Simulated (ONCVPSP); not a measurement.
**Scattering properties, ONCV potential for boron**

boron (B), optimised norm-conserving Vanderbilt (ONCV), made with ONCVPSP 4.0.1 (PBEsol, fully relativistic). Core [He], reference 2s2 2p1. Waves: 2s: rc 1.30 bohr, ncon 4, nbas 7, qcut 6.4 1/bohr, 2 projectors, debl 3 Ha; 2p: rc 3.75 bohr, ncon 4, nbas 7, qcut 4.6 1/bohr, 2 projectors, debl 2 Ha; d scattering state at 0.16 Ha: rc 3.75 bohr, ncon 5, nbas 9, qcut 2.8 1/bohr, 2 projectors, debl 3.2 Ha. Local part: polynomial inside 1.25 bohr (lpopt 5, dvloc0 0 Ha). Core correction: Teter function, fcfact 1.5, rcfact 1.4.

Open shells are filled in proportion to 2j + 1.

The phase is arctan(r·R′/R) of the radial function R(r), unwrapped; energies in Ha, scanned from -2 to 5 Ha. A pole is an energy at which the radial function vanishes at the test radius. The pseudo phase is shifted by a multiple of π to meet the all-electron one at the reference energy, and phase errors are pseudo minus all-electron; the curves can meet again beyond the range given. Levels narrower than the energy grid can be missing from the lists of poles.

Q: For each channel, where are the poles, and over which energies does the pseudopotential scatter like the atom?

A:

```json
{"channel": "s", "radius (bohr)": "1.32", "reference energy (Ha)": "-0.34", "poles, all-electron": "3.42", "poles, pseudo": "3.42", "unbroken range about the reference energy with phases within 0.05 rad": "the whole range", "phase error 1 Ha above the reference energy (rad)": "-0.000"}
{"channel": "p3/2", "radius (bohr)": "3.80", "reference energy (Ha)": "-0.13", "poles, all-electron": "-0.06, 1.00, 2.78", "poles, pseudo": "-0.06, 1.03, 2.83", "unbroken range about the reference energy with phases within 0.05 rad": "below 0.2", "phase error 1 Ha above the reference energy (rad)": "+0.015"}
{"channel": "p1/2", "radius (bohr)": "3.80", "reference energy (Ha)": "-0.13", "poles, all-electron": "-0.06, 1.00, 2.78", "poles, pseudo": "-0.06, 1.03, 2.83", "unbroken range about the reference energy with phases within 0.05 rad": "below 0.2", "phase error 1 Ha above the reference energy (rad)": "+0.015"}
{"channel": "d5/2", "radius (bohr)": "3.80", "reference energy (Ha)": "0.16", "poles, all-electron": "0.70, 2.15, 4.34", "poles, pseudo": "0.79, 2.05, 4.05", "unbroken range about the reference energy with phases within 0.05 rad": "below 0.7", "phase error 1 Ha above the reference energy (rad)": "+0.480"}
{"channel": "d3/2", "radius (bohr)": "3.80", "reference energy (Ha)": "0.16", "poles, all-electron": "0.70, 2.15, 4.34", "poles, pseudo": "0.79, 2.05, 4.05", "unbroken range about the reference energy with phases within 0.05 rad": "below 0.7", "phase error 1 Ha above the reference energy (rad)": "+0.485"}
```

Phases in the s channel:

```csv
E (Ha),all-electron,pseudo
-1.98,0.742,0.739
-1.62,0.562,0.560
-1.26,0.307,0.306
-0.90,-0.029,-0.029
-0.54,-0.394,-0.394
-0.18,-0.708,-0.708
0.18,-0.939,-0.939
0.54,-1.101,-1.101
0.90,-1.217,-1.218
1.26,-1.304,-1.304
1.62,-1.370,-1.370
1.98,-1.423,-1.423
2.34,-1.468,-1.468
2.70,-1.506,-1.506
3.06,-1.539,-1.539
3.42,-1.570,-1.571
3.78,-1.600,-1.600
4.14,-1.629,-1.630
4.50,-1.658,-1.660
4.86,-1.688,-1.693
```
